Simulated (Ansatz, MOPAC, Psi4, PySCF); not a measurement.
Pair of molecules: CH4O (SMILES CO) (first 6 atoms) with CH4S (SMILES CS); geometry from B3LYP-D3(BJ)/def2-TZVP, rigid monomers moved along the line of their centres of mass till O2···H12 is 2.09 Å.
(charge 0, multiplicity 1):
```xyz
12

C     -0.2896    -0.5451     0.0904
O     -0.1998     0.7684     0.6352
H     -1.2677    -0.7301    -0.3651
H     -0.1510    -1.2349     0.9213
H      0.4924    -0.7335    -0.6519
H     -0.2780     1.4103    -0.0770
C     -1.2401     0.0580     3.6937
S      0.5418    -0.3013     3.5574
H     -1.7570    -0.1941     2.7707
H     -1.6240    -0.5629     4.5014
H     -1.4111     1.1042     3.9384
H      0.7544     0.4544     2.4667
```

Counterpoise-corrected where a basis set is named; no monomer relaxation.

Cores are frozen in the correlated methods. The state reached by PM6 isn't checked.

Run with Ansatz (Gaussian basis) for Hartree–Fock, density functionals and correlated methods; MOPAC for PM6 (differences of heats of formation); Psi4 for SAPT; PySCF for the dispersion terms. 

Q: Estimate the interaction energy that SAPT0/jun-cc-pV(D+d)Z returns for this input.

A: -2.1 kcal/mol

Q: Estimate the interaction energy that PM6 returns for this input.

A: -3.2 kcal/mol

Q: Estimate the interaction energy that B3LYP-D4/def2-TZVPPD returns for this input.

A: -2.5 kcal/mol

Ansatz is a first-principles code.
